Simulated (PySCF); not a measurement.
Compound: 1-chloro-4-ethylbenzene, C8H9Cl.
Structure used (PBE0-D3(BJ)/def2-SVP), in Å, numbered top down from 1:
```xyz
18
C8H9Cl angstrom
C     -1.7959    0.9169   -0.8839
C     -1.1282   -0.1348   -0.0013
C      0.3552    0.0799    0.1351
C      0.8764    0.8923    1.1484
C      2.2429    1.1361    1.2551
C      3.1115    0.5597    0.3305
Cl     4.8164    0.8509    0.4552
C      2.6222   -0.2534   -0.6899
C      1.2521   -0.4843   -0.7789
H     -2.8792    0.7392   -0.9665
H     -1.3709    0.9077   -1.8995
H     -1.6470    1.9280   -0.4747
H     -1.5913   -0.1245    0.9988
H     -1.3143   -1.1380   -0.4181
H      0.1978    1.3434    1.8780
H      2.6411    1.7667    2.0517
H      3.3151   -0.7017   -1.4038
H      0.8720   -1.1259   -1.5791
```

All values: CAM-B3LYP/def2-SVPD (PySCF, non-relativistic), on one gas-phase PBE0-D3(BJ)/def2-SVP geometry that isn't relaxed in the solvent. The solvent is an IEF-PCM continuum (Bondi radii, 1.10 Å for H, scaled by 1.2), and excitations are vertical TDDFT with non-equilibrium linear response and a frozen core. Only the electrostatic response of the medium enters.

| run | E − E(gas) (kJ/mol) | HOMO (eV) | HOMO–LUMO gap (eV) | dipole (D) | lowest singlet (eV) | static polarisability (au) |
| --- | --- | --- | --- | --- | --- | --- |
| gas | 0.00 | -8.11 | 8.60 | 2.30 | 5.22 | 108.1 |
| P | -10.74 | -8.11 | 8.67 | 2.95 | 5.24 | 141.3 |
| Q | -5.76 | -8.09 | 8.64 | 2.66 | 5.23 | 124.7 |

The runs were made in benzene and tetrahydrofuran. Which run belongs to which solvent?

P = tetrahydrofuran, Q = benzene. The dielectric constants are 2.271 (benzene), 7.426 (tetrahydrofuran), and the energy falls further as ε rises. The optical constants n² used for the excitations are 2.25, 1.97 in the same order. In this model the ground state sees the solvent through ε alone.

How constant is the ratio of the lowering to (ε − 1)/(2ε + 1)?

| solvent | (ε − 1)/(2ε + 1) | E − E(gas) (kJ/mol) | ratio (kJ/mol) | polarisation term (kJ/mol) |
| --- | --- | --- | --- | --- |
| benzene | 0.229 | -5.76 | -25.1 | -6.16 |
| tetrahydrofuran | 0.405 | -10.74 | -26.5 | -12.14 |

The ratio changes by +5.5 % in size from benzene to tetrahydrofuran. The polarisation term is half the interaction of the solute with the induced surface charges.
